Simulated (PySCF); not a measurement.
An equivalent PySCF input for Ar³⁺ (argon, charge +3), [Ne] 3s2 3p3, high-spin 4S determinant, with the spin-free X2C one-electron Hamiltonian (Gaussian nucleus):

```python
from pyscf import gto, scf, dft, mp, cc
import basis_set_exchange as bse
mol = gto.M(atom="Ar 0 0 0", charge=3, spin=3, symmetry="D2h",
            basis=gto.basis.parse(bse.get_basis("aug-cc-pVDZ-DK", elements=["Ar"], fmt="nwchem", header=False)),
            nucmod="G")
mf = dft.UKS(mol, xc="MN15").sfx2c1e()
mf.irrep_nelec = {'Ag': (3, 3), 'B1u': (2, 1), 'B2u': (2, 1), 'B3u': (2, 1)}
mf.kernel()
```

It reaches the same state as the run whose output follows, with an energy that differs only through the grid. The run itself started from symmetry-adapted Hartree-Fock orbitals and held the occupation by maximum overlap, on a logarithmic radial grid, so the iterations belong to that start.

```
SCF conv_tol = 1e-09
number electrons alpha = 9  beta = 6
XC functionals = MN15
    H. S. Yu, X. He, S. L. Li, and D. G. Truhlar.,  Chem. Sci. 7, 5032-5051 (2016)
    H. S. Yu, X. He, S. L. Li, and D. G. Truhlar.,  Chem. Sci. 7, 5032-5051 (2016)
cycle= 1 E= -526.354275823854  delta_E= -0.00504  |g|= 0.00451  |ddm|= 0.296
cycle= 2 E= -526.354281334947  delta_E= -5.51e-06  |g|= 0.000285  |ddm|= 0.0182
cycle= 3 E= -526.354281371904  delta_E= -3.7e-08  |g|= 2.1e-05  |ddm|= 0.00172
cycle= 4 E= -526.35428137208  delta_E= -1.76e-10  |g|= 1.66e-06  |ddm|= 0.000103
converged SCF energy = -526.35428137208  <S^2> = 3.7500322  2S+1 = 4.0000161
```
